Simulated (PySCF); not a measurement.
A structure optimised at ωB97X-D3(BJ)/def2-SVP, used in a PySCF frequency run:

```
Ga
F 1 1.7333
F 1 1.7333 2 117.60
Cl 1 2.1027 2 121.20 3 180.00
```

Write its SMILES, formula and point group.

[F][Ga]([F])[Cl], ClF₂Ga, C2v

What are its rotational constants (standard atomic weights)?

6.0515, 2.8722, 1.9477 GHz
